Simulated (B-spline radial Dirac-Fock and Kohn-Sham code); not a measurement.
# Relativistic shifts of the levels of Er¹⁴⁺

System: Er¹⁴⁺ in the configuration 1s2 2s2 2p6 3s2 3p6 3d10 4s2 4p6 4d10 4f7 5s1.

Both columns are ΔSCF binding energies of the configuration average from a radial B-spline solver: non-relativistic Hartree-Fock with a point nucleus, and Dirac-Fock with a finite nucleus and the Coulomb interaction alone, averaged over the two j levels with weights 2j+1.

```
shell  Hartree-Fock (eV)  Dirac-Fock (eV)  shift (eV)  shift (%)
   1s            54166.4          58064.6    +3898.21      +7.20
   2s             9090.2          10107.2    +1016.95     +11.19
   2p             8670.8           9001.8     +331.03      +3.82
   3s             2302.9           2548.2     +245.30     +10.65
   3p             2112.6           2202.3      +89.68      +4.25
   3d             1762.1           1747.8      -14.29      -0.81
   4p              623.0            645.2      +22.20      +3.56
   4d              480.5            478.2       -2.31      -0.48
   4f              305.9            300.1       -5.84      -1.91
   5s              284.9            301.0      +16.10      +5.65
```

Relativity binds 1s, 2s, 2p, 3s, 3p, 4p, 5s more strongly, among those listed most of all 2s in relative terms, and 3d, 4d, 4f more weakly, because the contracted s and p shells screen the nucleus better.

Values without a named source are computed, but for edge energies of neutral atoms, which are taken from tables.
